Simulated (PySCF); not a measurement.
MoCl3, SMILES [Cl][Mo]([Cl])[Cl] (connectivity only; charge and spin as stated), neutral, multiplicity 4.

Geometry: B3LYP-D3(BJ)/def2-SVP. The multiplicity is an assumed one; other spin states were not compared. The def2 effective core potentials stand for the cores of Mo; spin–orbit coupling is left out.

The numbers are results of PySCF with M06-2X/def2-TZVPD, not measurements.

Gas-phase values at a fixed geometry.

Computed frontier levels, dipole moment and polarisability:
```
Quantity                                                                                                        Result
---------------------------------------------------------------------------------------------  -----------------------
α spin, highest occupied and lowest empty level                                                     -9.01 and -2.82 eV
β spin, highest occupied and lowest empty level                                                    -10.96 and -3.72 eV
dipole moment                                                                                                0.000 e·Å
quadrupole, principal values (traceless, Buckingham form, about the centre of nuclear charge)   -2.26, -2.26, 4.53 D·Å
mean static polarisability                                                                       83.3 bohr³ (12.34 Å³)
polarisability, principal values                                                                58.9, 95.4, 95.4 bohr³
⟨S²⟩                                                                                           3.769 (pure state 3.75)
```
